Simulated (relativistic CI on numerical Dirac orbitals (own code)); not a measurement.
## Electric-dipole transitions in Ag⁷⁺

Computed by Dirac-Coulomb-Breit CI, separate exchange-only KLI orbitals for each configuration, QED by a radiative potential, unscaled Slater integrals (own radial code, finite nucleus).

CI space (outside the closed core [Ar] 3d10): 4s²4p⁶4d⁴, 4s²4p⁶4d³5s, 4s²4p⁶4d³4f, 4s²4p⁵4d⁵, 4s²4p⁶4d³5p, 4s4p⁶4d⁵, 4s²4p⁶4d²5s5p, 4s²4p⁶4d³5d, 4s²4p⁶4d²4f5s, 4s²4p⁵4d⁴4f, 4s²4p⁶4d³6s, 4s²4p⁶4d³6p, 4s²4p⁶4d³5f, 4s²4p⁶4d³6d, 4s²4p⁶4d³5g, 4s²4p⁵4d⁴5s, 4s4p⁶4d⁴4f, 4s²4p⁶4d³7s, 4s²4p⁶4d³7p, 4s²4p⁶4d³6f, 4s4p⁶4d⁴5s, 4s4p⁶4d³5s5p, 4s²4p⁶4d²5s², 4s²4p⁶4d4f5s², 4s²4p⁶4d5s²5p, 4s²4p⁶4d5s²5d, 4s²4p⁶4d²4f², 4s²4p⁶4d4f²5s, 4s²4p⁶4d4f³, 4s²4p⁶4d4f²5p, 4s²4p⁶4d4f²5d, 4s²4p⁶4d²5p², 4s²4p⁶4d5s5p², 4s²4p⁶4d4f5p², 4s²4p⁶4d5p³, 4s²4p⁶4d5p²5d, 4p⁶4d⁶, 4p⁵4d⁷, 4s4p⁶4d³5s², 4s4p⁶4d²4f5s², 4s4p⁶4d²5s²5p, 4s4p⁶4d²5s²5d. Double excitations out of closed p, d and f shells are left out; levels of such configurations are missing from the list, as are those of other unlisted configurations, and high levels can miss mixing partners. These lack a partner that the ground configuration has and come out too high: 4s²4p⁵4d⁴4f, 4s²4p⁶4d³6s, 4s²4p⁶4d³6p, 4s²4p⁶4d³5f, 4s²4p⁶4d³6d.

| λ vac (nm) | Lower | Upper | A (s⁻¹) | gf | Branching (%) |
| --- | --- | --- | --- | --- | --- |
| 24.246 | 4s²4p⁶4d⁴ ⁵D4 [5] | 4s²4p⁶4d³5p ⁵P°3 [102] | 1.89e+10 | 1.17e+00 | 70.2 |
| 24.821 | 4s²4p⁶4d⁴ ³H6 [9] | 4s²4p⁶4d³5p ³H°6 [130] | 1.46e+10 | 1.75e+00 | 82.8 |
| 24.842 | 4s²4p⁶4d⁴ ³H5 [8] | 4s²4p⁶4d³5p ³H°5 [125] | 1.51e+10 | 1.53e+00 | 74.9 |
| 24.894 | 4s²4p⁶4d⁴ ¹I6 [19] | 4s²4p⁶4d³5p ¹I°6 [155] | 1.69e+10 | 2.04e+00 | 85.9 |
| 24.898 | 4s²4p⁶4d⁴ ³G5 [17] | 4s²4p⁶4d³5p ³F°4 [146] | 1.80e+10 | 1.50e+00 | 66.4 |
| 24.916 | 4s²4p⁶4d⁴ ¹I6 [19] | 4s²4p⁶4d³5p ³G°5 [154] | 1.91e+10 | 1.95e+00 | 51.2 |
| 24.932 | 4s²4p⁶4d⁴ ⁵D3 [4] | 4s²4p⁶4d³5p ⁵F°3 [86] | 1.32e+10 | 8.62e-01 | 64.3 |
| 25.044 | 4s²4p⁶4d⁴ ¹G4 [22] | 4s²4p⁶4d³5p ¹F°3 [159] | 2.46e+10 | 1.62e+00 | 68.9 |
| 25.063 | 4s²4p⁶4d⁴ ³H6 [9] | 4s²4p⁶4d³5p ³G°5 [122] | 1.40e+10 | 1.45e+00 | 66.2 |
| 25.086 | 4s²4p⁶4d⁴ ⁵D3 [4] | 4s²4p⁶4d³5p ⁵D°4 [82] | 9.56e+09 | 8.11e-01 | 32.8 |
| 25.115 | 4s²4p⁶4d⁴ ³H5 [8] | 4s²4p⁶4d³5p ³G°4 [117] | 1.26e+10 | 1.07e+00 | 40.7 |
| 25.177 | 4s²4p⁶4d⁴ ⁵D2 [3] | 4s²4p⁶4d³5p ⁵D°3 [78] | 1.24e+10 | 8.28e-01 | 52.4 |
| 25.211 | 4s²4p⁶4d⁴ ³H6 [9] | 4s²4p⁶4d³5p ¹H°5 [118] | 9.61e+09 | 1.01e+00 | 47.5 |
| 25.225 | 4s²4p⁶4d⁴ ⁵D4 [5] | 4s²4p⁶4d³5p ⁵D°4 [82] | 1.75e+10 | 1.50e+00 | 60.1 |
| 25.264 | 4s²4p⁶4d⁴ ³H4 [7] | 4s²4p⁶4d³5p ³F°4 [110] | 1.20e+10 | 1.04e+00 | 48.3 |
| 25.281 | 4s²4p⁶4d⁴ ¹I6 [19] | 4s²4p⁶4d³5p ¹H°5 [144] | 2.17e+10 | 2.29e+00 | 70.6 |
| 25.349 | 4s²4p⁶4d⁴ ³H4 [7] | 4s²4p⁶4d³5p ³G°3 [104] | 1.62e+10 | 1.09e+00 | 51.8 |
| 25.649 | 4s²4p⁶4d⁴ ³H6 [9] | 4s²4p⁶4d³5p ³G°5 [103] | 1.05e+10 | 1.14e+00 | 48.9 |
| 100.65 | 4s²4p⁶4d³5s ³H6 [58] | 4s²4p⁶4d³5p ³I°7 [148] | 1.96e+09 | 4.46e+00 | 46.8 |
| 103.25 | 4s²4p⁶4d³5s ⁵F5 [39] | 4s²4p⁶4d³5p ⁵G°6 [90] | 1.88e+09 | 3.91e+00 | 92.6 |

Terms are leading LS components. Brackets give the number of a level in order of energy, since labels repeat. The list gives strong lines, with weight on those to low levels, without lines whose two gauges differ by over a factor of 2.5, among the lowest 400 of 9845 levels, so that lines to higher ones, which can be the strongest, are missing. Levels whose partners in the same complex of configurations lie outside the list can be far off, and so can their lines. Rates are taken at the computed energies, electric ones in the length gauge.

At this charge configurations can still be misplaced by up to about 7 % of their energy. Terms inside the open d or f shell come out 10 to 20 % too wide with unscaled integrals. 24 of the 28 excited levels that our extract of the measured tables holds in this range could be paired (the sources list more); they are missed by 3699 cm⁻¹ on average and 8899 at most, and levels without a partner can miss by more.

LS names give the leading component of a level, which can be under half, so a name can repeat, a term be missing and a line seem to break the LS rules.
